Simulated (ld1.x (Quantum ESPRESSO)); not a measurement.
P (Z = 15): PAW pseudisation with LDA (PZ), scalar-relativistic reference atom.

* Element: P (Z = 15)
* Generator: ld1.x (Quantum ESPRESSO) 7.5
* Type: PAW
* Functional: LDA (PZ)
* Relativity: scalar-relativistic
* Frozen core: [Ne]
* Valence charge: 5
* Reference configuration: 3s2 3p3
* Partial waves: 3s (bound): rcut 1.45, rcutus 1.75 bohr; 3s channel at 0.75 Ry: rcut 1.45, rcutus 1.75 bohr; 3p (bound): rcut 1.45, rcutus 1.55 bohr; 3p channel at 0.3 Ry: rcut 1.45, rcutus 1.55 bohr; 3d channel at 0.2 Ry: rcut 0.90, rcutus 1.25 bohr; 3d channel at 0.6 Ry: rcut 0.90, rcutus 1.25 bohr
* Local potential: all-electron potential smoothed inside 1.10 bohr (lloc = -1)
* Core correction: Bessel-smoothed model core inside 1.05 bohr
* Augmentation charge: PSQ, inside the norm-conserving radii

All-electron outer shells of the reference configuration (LDA (PZ), scalar-relativistic, ld1.x):

```json
{"shell": "2s", "level (eV)": "-173.14", "outermost node (bohr)": "0.14", "outermost maximum (bohr)": "0.42"}
{"shell": "2p", "level (eV)": "-124.52", "outermost node (bohr)": "–", "outermost maximum (bohr)": "0.35"}
{"shell": "3s", "level (eV)": "-14.02", "outermost node (bohr)": "0.66", "outermost maximum (bohr)": "1.56"}
{"shell": "3p", "level (eV)": "-5.60", "outermost node (bohr)": "0.64", "outermost maximum (bohr)": "1.83"}
```

(1) Estimate the cutoffs (Ry, on a coarse ladder) from which the occupation-weighted sum of valence levels, in a spherical-Bessel basis at the reference potential, stays within 10 and 1 mRy of its value at 400 Ry.

(2) Does the potential have ghost states?

(3) Is the overlap operator S = 1 + Σ q|β⟩⟨β| positive definite (Bessel basis up to 400 Ry)?

(4) Which valence shell sets the plane-wave cutoff?

(5) Tests: 3s2 3p2; 3s2 3p1; 3s2 3p0; 3s1 3p3; 3s1 3p0; 3s1 3p4; 3s2 3p3.3. Which has the largest error in its energy relative to the reference configuration, and how large is it?

Results:

(1) 10 Ry and 15 Ry.

(2) No extra level below or beside the all-electron valence levels (s, p, d, f tested).

(3) Yes: its lowest eigenvalue is 0.36 (s channel).

(4) 3p: its level needs 12 Ry to come within 1 mRy, against 6 Ry for 3s.

(5) 3s1 3p0, with -152 meV (all-electron minus pseudo) on +111.15 eV.
